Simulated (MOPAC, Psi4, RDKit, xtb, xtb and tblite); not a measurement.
Two geometries of SMILES CC(C)CC=O (C5H10O), relaxed at GFN2-xTB with one dihedral held; other torsions can differ between them too.

Structure A

```
16

C     -0.6091     1.3447     0.2243
C     -0.3692    -0.0633    -0.3118
C     -1.4946    -1.0004     0.1189
C      0.9843    -0.6067     0.1864
C      2.1078     0.1792    -0.4174
O      2.7723     1.0004     0.1485
H     -0.6663     1.3310     1.3105
H      0.1973     2.0137    -0.0659
H     -1.5438     1.7433    -0.1638
H     -0.3439    -0.0261    -1.4072
H     -1.3518    -1.9961    -0.2947
H     -1.5285    -1.0790     1.2032
H     -2.4530    -0.6205    -0.2270
H      1.0268    -0.5324     1.2742
H      1.0839    -1.6516    -0.1133
H      2.2620    -0.0302    -1.4964
```

Structure B

```
16

C      0.6566     1.3558     0.2475
C      0.3846    -0.0392    -0.3090
C      1.4959    -1.0049     0.0930
C     -0.9715    -0.5516     0.1848
C     -2.1439     0.1516    -0.4323
O     -2.1191     0.8488    -1.4063
H      0.6945     1.3329     1.3354
H     -0.1244     2.0464    -0.0600
H      1.6082     1.7313    -0.1205
H      0.3432     0.0244    -1.4010
H      1.3274    -1.9913    -0.3338
H      1.5425    -1.1013     1.1762
H      2.4583    -0.6414    -0.2586
H     -1.0438    -0.4703     1.2724
H     -1.0897    -1.6119    -0.0630
H     -3.1009    -0.0581     0.0905
```

### Question
Which is lower in energy at the level B3LYP-D3(BJ)/def2-TZVP // GFN2-xTB run with Psi4, and by how much?

### Answer
B is lower, by 0.41 kcal/mol (dihedral C2–C4–C5–O6: 105° in A, 15° in B).

E(B) − E(A) in kcal/mol at the other levels, on the same two geometries: GFN2-xTB (xtb and tblite) -0.19; MMFF94 // GFN2-xTB (RDKit) -0.76; B3LYP/def2-TZVP // GFN2-xTB (Psi4) -0.43; PBE/def2-TZVP // GFN2-xTB (Psi4) -0.45; PBE-D3(BJ)/def2-TZVP // GFN2-xTB (Psi4) -0.43; UFF // GFN2-xTB (RDKit) 1.27; PM6, restricted, heats of formation // GFN2-xTB (MOPAC) 0.10; PM3, restricted, heats of formation // GFN2-xTB (MOPAC) 0.16; GFN1-xTB // GFN2-xTB (xtb) -0.63.
